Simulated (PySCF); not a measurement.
C3H5NSSi. Atoms are numbered in the order given.

```xyz
11

Si     0.0843    -2.3944     0.0000
C     -0.0175    -0.5170     0.0000
C      1.0473     0.3601     0.0000
S      0.4909     1.9933     0.0000
C     -1.1473     1.3924     0.0000
N     -1.2594     0.0976     0.0000
H      1.5213    -2.7837     0.0000
H     -0.5774    -2.9503    -1.2101
H     -0.5774    -2.9503     1.2101
H      2.1120     0.1318     0.0000
H     -1.9914     2.0852     0.0000
```
Charge 0, spin multiplicity 1.

Geometry: TPSSh-D3(BJ)/def2-SVP.

Method: TDA-PBE/def2-SVPD in PySCF 2.14.0.

Vertical excitations.  State labels are in the subgroup Cs.

| state | symmetry | energy (eV) | λ (nm) | f | main pairs |
|---|---|---|---|---|---|
| S1 | A" | 4.72 | 263 | 0.000 | HOMO−1→LUMO 98 % |
| S2 | A' | 5.45 | 227 | 0.030 | HOMO→LUMO 60 %, HOMO−1→LUMO+2 13 %, HOMO−2→LUMO 11 % |
| S3 | A" | 5.72 | 217 | 0.000 | HOMO→LUMO+2 100 % |
| S4 | A' | 5.95 | 208 | 0.043 | HOMO−1→LUMO+2 70 % |
| S5 | A" | 6.05 | 205 | 0.004 | HOMO−1→LUMO+1 94 % |
| S6 | A' | 6.17 | 201 | 0.026 | HOMO→LUMO+1 40 %, HOMO−2→LUMO 35 %, HOMO→LUMO 14 % |
| S7 | A" | 6.33 | 196 | 0.001 | HOMO→LUMO+3 94 % |
| S8 | A" | 6.35 | 195 | 0.000 | HOMO−3→LUMO 59 %, HOMO−4→LUMO 34 % |
| S9 | A" | 6.42 | 193 | 0.000 | HOMO−4→LUMO 65 %, HOMO−3→LUMO 32 % |
| S10 | A' | 6.50 | 191 | 0.016 | HOMO−1→LUMO+3 97 % |
| T1 | A' | 3.81 | 325 | 0 | HOMO→LUMO 96 % |
| T2 | A" | 4.39 | 283 | 0 | HOMO−1→LUMO 98 % |
| T3 | A' | 4.83 | 257 | 0 | HOMO−2→LUMO 96 % |
| T4 | A' | 5.10 | 243 | 0 | HOMO→LUMO+1 96 % |
Triplets are in the Tamm–Dancoff approximation.
